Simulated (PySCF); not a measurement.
**Electron correlation in Sn (tin, neutral)**

[Kr] 4d10 5s2 5p2, high-spin 3P determinant. Calculation: PySCF 2.14, in aug-cc-pVDZ-PP with ECP28MDF (5s4p3d, 32 functions); scalar relativity through the core potential. Frozen: 4s2 4p6 4d10; 4 electrons correlated.

MP2 pair energies summed by pair of shells (mhartree):

| pair | energy | share (%) |
| --- | --- | --- |
| 5s-5p | -20.62 | 58.4 |
| 5s-5s | -11.13 | 31.5 |
| 5p-5p | -3.55 | 10.1 |

Total MP2 correlation energy: -35.30 mhartree.

Same-spin part -6.35 and opposite-spin part -28.96 mhartree; SCS-MP2 scales them by 1/3 and 6/5 to -36.87 mhartree.

```json
{"level": "CCSD", "correlation energy (mhartree)": "-49.61"}
{"level": "(T)", "correlation energy (mhartree)": "-0.77"}
{"level": "CCSD(T)", "correlation energy (mhartree)": "-50.38"}
```

Diagnostics: T1 = 0.0091, D1 = 0.0247, largest double amplitude 0.074.

Cost of the coupled-cluster step: 0.17 s of wall time on 1 thread of Neoverse-V1 (shared host), for 4 correlated electrons.

Iterations:

```
CC2 = 0
CCSD nocc = (np.int64(3), np.int64(1)), nmo = (23, 23)
frozen orbitals [[0, 1, 2, 3, 4, 5, 6, 7, 8], [0, 1, 2, 3, 4, 5, 6, 7, 8]]
max_cycle = 100
direct = 0
conv_tol = 1e-08
conv_tol_normt = 1e-06
diis_space = 8
diis_start_cycle = 0
Init t2, MP2 energy = -0.0353045248718763
Init E_corr(UCCSD) = -0.0353045248720046
cycle = 1  E_corr(UCCSD) = -0.0451096916396461  dE = -0.00980516677  norm(t1,t2) = 0.0517023
cycle = 2  E_corr(UCCSD) = -0.0479833772141103  dE = -0.00287368557  norm(t1,t2) = 0.0193715
cycle = 3  E_corr(UCCSD) = -0.049603612641068  dE = -0.00162023543  norm(t1,t2) = 0.00872724
cycle = 4  E_corr(UCCSD) = -0.049597389721236  dE = 6.22291983e-06  norm(t1,t2) = 0.00181569
cycle = 5  E_corr(UCCSD) = -0.0496119873936649  dE = -1.45976724e-05  norm(t1,t2) = 0.000282047
cycle = 6  E_corr(UCCSD) = -0.0496067126828041  dE = 5.27471086e-06  norm(t1,t2) = 5.56885e-05
cycle = 7  E_corr(UCCSD) = -0.0496092708437472  dE = -2.55816094e-06  norm(t1,t2) = 1.1092e-05
cycle = 8  E_corr(UCCSD) = -0.0496085079220799  dE = 7.62921667e-07  norm(t1,t2) = 3.15831e-06
cycle = 9  E_corr(UCCSD) = -0.0496086154476943  dE = -1.07525614e-07  norm(t1,t2) = 5.63554e-07
cycle = 10  E_corr(UCCSD) = -0.0496086114420284  dE = 4.00566597e-09  norm(t1,t2) = 9.92977e-08
UCCSD converged
E(UCCSD) = -213.3850613829747  E_corr = -0.04960861144202836
UCCSD(T) correction = -0.000772725581018299
```
